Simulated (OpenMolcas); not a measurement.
## Ag3+: CASPT2 settings compared

- Program: OpenMolcas
- Basis: ANO-RCC-VTZP [7s6p4d2f1g]
- Scalar Hamiltonian: DKH2, point nucleus
- Active space: 8 electrons in 5 orbitals (4d)
- State averaging: 2S+1 = 3 even, 10 roots; 2S+1 = 1 even, 15 roots kept (CI in the orbitals of an earlier block)
- Spin-orbit coupling: state interaction with AMFI integrals over the reference wave functions, term energies averaged over their components

Methods on the same reference wave functions:
A. CASSCF
B. SS-CASPT2, IPEA 0.1 Eh, real shift 0.05 Eh (closed shells correlated: 4s 4p)
C. XMS-CASPT2, IPEA 0.5 Eh, real shift 0.2 Eh (closed shells correlated: none)
D. XMS-CASPT2, IPEA 0.5 Eh, sigma1 regulariser 0.2 Eh (closed shells correlated: 4s 4p)

Energies in eV above 4d⁸ ³F₄, the measured ground level; measured values from the list in Gamrath, thesis, University of Mons (2023).

| Level | A | B | C | D | Measured |
| --- | --- | --- | --- | --- | --- |
| 4d⁸ ³F₄ | 0.0000 | 0.0000 | 0.0000 | 0.0000 | 0.0000 |
| 4d⁸ ³F₃ | 0.4909 | 0.494 | 0.493 | 0.494 | 0.5173 |
| 4d⁸ ³F₂ | 0.7387 | 0.698 | 0.718 | 0.695 | 0.7228 |
| 4d⁸ ³P₁ | 2.4436 | 1.992 | 2.063 | 1.978 | 1.9713 |
| 4d⁸ ³P₀ | 2.4862 | 2.024 | 2.096 | 2.009 | 1.9952 |
| 4d⁸ ¹G₄ | 3.0056 | 2.624 | 2.749 | 2.586 | 2.5504 |
| 4d⁸ ¹S₀ | 6.9942 | 5.989 | 6.121 | 5.913 | 5.8444 |

Deviations, from unrounded energies. A percentage is the sum of absolute deviations over the sum of measured energies, with the sign that they share, or ± where signs differ.

```tsv
Against measurement	Levels	A	B	C	D
mean absolute deviation (cm-1)	6	3500	430	940	240
fine structure of the ground term (%)	2	±3.4	-3.9	-2.4	-4.2
other terms of the ground configuration (%)	4	+20.8	+2.2	+5.4	+1.0
```

D lies closest to measurement on these levels and A furthest from it. The largest miss of D in the table is 4d⁸ ¹S₀, by +560 cm-1. The ranking rests on the paired levels alone, and a cruder setting can come out closer through cancelling errors.

Among B to D the level of the table that moves most is 4d⁸ ¹S₀, by 1700 cm-1 (lowest in D, highest in C). Moves below CASPT2's spread within the term are not significant.

The mean deviations of B to D differ by less than CASPT2's widest spread within a term (1600 cm-1), so their order carries little weight.

From A to B the spin-free energies of the other terms of 4d⁸ shown, above ³F, scale by factors of 0.77 to 0.85, as is usual when dynamic correlation screens the repulsion within a d or f shell.

The lowest spin-free term lies below A's lowest term by 0.442 hartree in B, 0.175 hartree in C, 0.437 hartree in D.

CASPT2 does not keep the components of a term degenerate, so their means are used; among the terms shown or strongly mixed into the levels shown the widest spread is 1600 cm-1 (4d⁸ ³F, D). Terms from blocks run as CI alone lack orbitals of their own. Without dynamic correlation excited terms often stand tens of per cent too high (terms of higher spin than the ground term too low), and those without a measured partner can miss by more than the paired ones (holds for A). Measured partners are found by configuration, term and J. A level has none where our copy of the source lacks it or the pairing is in doubt (some pairs that miss far off the trend of their configuration count as doubtful), and it then counts in no deviation. Levels of configurations outside the active space are missing. The table leaves out levels that lie high or whose names do not pair safely across all columns.
